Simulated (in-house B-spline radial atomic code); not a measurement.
Ionising Eu3+ with different functionals

Computed with a radial B-spline atomic code at the basis-set limit: scalar-relativistic (spin-free X2C) Hamiltonian, Fermi nucleus of rms radius 5.1115 fm, spin-polarised at highest spin, spherical fractional occupations for the functionals, the average over the highest-spin determinants for Hartree-Fock. The ionisation energy is the difference of two self-consistent energies, [Xe] 4f6 → [Xe] 4f5, without Breit or QED terms; ε is the level of the shell that loses the electron (its least bound occupied spin orbital). There is no spin-orbit coupling in this Hamiltonian.

Hybrids are left out here: with spherical fractional occupations of an open shell their exact exchange keeps a self-interaction that integer-occupation calculations don't have.

```json
{"method": "Hartree-Fock", "rung": "Hartree-Fock", "ΔSCF (eV)": "41.77", "-ε(4f) (eV)": "46.32"}
{"method": "LDA VWN5", "rung": "LDA", "ΔSCF (eV)": "44.72", "-ε(4f) (eV)": "35.06"}
{"method": "LDA PW92", "rung": "LDA", "ΔSCF (eV)": "44.71", "-ε(4f) (eV)": "35.05"}
{"method": "LDA exchange-only", "rung": "LDA", "ΔSCF (eV)": "43.06", "-ε(4f) (eV)": "33.48"}
{"method": "PBE", "rung": "GGA", "ΔSCF (eV)": "44.43", "-ε(4f) (eV)": "34.79"}
{"method": "PBEsol", "rung": "GGA", "ΔSCF (eV)": "44.47", "-ε(4f) (eV)": "34.83"}
{"method": "BLYP", "rung": "GGA", "ΔSCF (eV)": "44.19", "-ε(4f) (eV)": "34.55"}
{"method": "RPBE", "rung": "GGA", "ΔSCF (eV)": "44.38", "-ε(4f) (eV)": "34.74"}
{"method": "PW91", "rung": "GGA", "ΔSCF (eV)": "44.52", "-ε(4f) (eV)": "34.87"}
{"method": "BP86", "rung": "GGA", "ΔSCF (eV)": "44.49", "-ε(4f) (eV)": "34.85"}
{"method": "AM05", "rung": "GGA", "ΔSCF (eV)": "44.52", "-ε(4f) (eV)": "34.87"}
{"method": "OLYP", "rung": "GGA", "ΔSCF (eV)": "45.05", "-ε(4f) (eV)": "35.33"}
{"method": "TPSS", "rung": "meta-GGA", "ΔSCF (eV)": "44.27", "-ε(4f) (eV)": "34.64"}
{"method": "SCAN", "rung": "meta-GGA", "ΔSCF (eV)": "44.72", "-ε(4f) (eV)": "35.11"}
{"method": "r2SCAN", "rung": "meta-GGA", "ΔSCF (eV)": "44.68", "-ε(4f) (eV)": "35.02"}
{"method": "revTPSS", "rung": "meta-GGA", "ΔSCF (eV)": "44.31", "-ε(4f) (eV)": "34.67"}
```

Task: How do they compare with the NIST value?

Result: NIST lists 42.9 eV ± 0.11 (semi-empirical, ground level to ground level). Errors run from -1.17 to +2.11 eV. The correlated functionals all miss on the same side by more than they spread, so the cause is common to them (spin-orbit coupling, Breit-QED terms, multiplet and fine-structure energies, or a listed next ion that isn't the cheapest removal here) and closeness doesn't rank the functionals. Hartree-Fock also lacks correlation.
